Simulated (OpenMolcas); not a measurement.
S⁺.

- Program: OpenMolcas
- Basis: ANO-L-VQZP [6s5p3d2f]
- Scalar Hamiltonian: non-relativistic, point nucleus
- Active space: 3 electrons in 3 orbitals (3p)
- State averaging: 2S+1 = 4 odd, 1 root; 2S+1 = 2 odd, 8 roots
- Spin-orbit coupling: state interaction with AMFI integrals over the reference wave functions, term energies averaged over their components

Two sets of levels on these reference wave functions, in eV above 3s2 3p3 4S* 3/2: one from CASSCF and one from SS-CASPT2, IPEA 0.25 Eh, imaginary shift 0.1 Eh (closed shells correlated: 2s 2p 3s).

| Level | Set 1 | Set 2 |
| --- | --- | --- |
| 3s2 3p3 4S* 3/2 | 0.0000 | 0.0000 |
| 3s2 3p3 2D* 3/2 | 2.384 | 1.920 |
| 3s2 3p3 2D* 5/2 | 2.386 | 1.923 |
| 3s2 3p3 2P* 1/2 | 3.954 | 3.237 |
| 3s2 3p3 2P* 3/2 | 3.957 | 3.241 |

Problem. Which set is which?

Solution. Set 2 is SS-CASPT2. Its levels of the other terms of 3s2 3p3 lie at 0.81 to 0.82 of the other set's values, as expected, since terms of lower spin or lower L gain more correlation energy than the Hund ground term. Against 4 measured levels (NIST Handbook of Basic Atomic Spectroscopic Data) the mean absolute deviation is 1100 cm-1 with it and 5900 cm-1 without; single levels miss by up to 1600 cm-1 with it.

Term energies are means over components that CASPT2 splits; among the terms shown or strongly mixed into the levels shown the widest spread is 250 cm-1 (3s2 3p3 2D*, SS-CASPT2). With the s shell closed, the reference lacks s² → p² mixing. Without dynamic correlation excited terms often stand tens of per cent too high (terms of higher spin than the ground term too low), and those without a measured partner can miss by more than the paired ones (holds for CASSCF). Computed and measured levels are paired by configuration, term and J; levels that our copy of the source lacks, or whose pairing is in doubt (as where it misses far off the trend of its configuration), stay unpaired and out of the deviations. Levels of configurations outside the active space are missing.

* marks odd parity.
